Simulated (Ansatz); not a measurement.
System: C$_{4}$H$_{11}$Si, net charge 0, doublet state. It need not be the lowest isomer of its formula. 
Coordinates optimised at B3LYP-D3(BJ)/def2-TZVP (Ansatz, a quantum-chemistry and plane-wave program):
SMILES: [CH2][Si](C)(C)C
```xyz
16

C     -0.3508    -1.2839    -1.3497
Si    -0.0124    -0.0281    -0.0328
C      0.0496     1.6829    -0.8076
C     -1.3681    -0.1096     1.2661
C      1.6446    -0.3869     0.7899
H     -0.8610    -2.2223    -1.1561
H     -0.0254    -1.1657    -2.3785
H      0.2760     2.4434    -0.0564
H     -0.9039     1.9434    -1.2719
H      0.8223     1.7372    -1.5781
H     -2.3448     0.1215     0.8359
H     -1.4262    -1.1059     1.7110
H     -1.1794     0.6033     2.0724
H      1.6507    -1.3762     1.2521
H      2.4614    -0.3511     0.0661
H      1.8530     0.3505     1.5698
```
Charge 0, spin multiplicity 2.

Quantity: atomisation energy (electronic, to ground-state atoms), in eV. Valence correlation only, unless marked. Open shells are spin-unrestricted. Spin-orbit coupling is left out. No relativistic terms. The coupled-cluster limit lacks core correlation, which all-electron functionals hold. CBS(X,Y): correlation extrapolated as X^-3; Hartree-Fock from the larger set. The bracket is a focal-point correction in the basis named.

| level | program | atomisation energy (eV) |
|---|---|---|
| BLYP-D4/def2-TZVPD | Ansatz + dftd4 | 61.71 |

Question: Predict the RI-MP2/CBS(cc-pV(T+d)Z,cc-pV(Q+d)Z)+[CCSD(T)-MP2]/cc-pV(T+d)Z result (Ansatz).

Answer: 62.21 eV
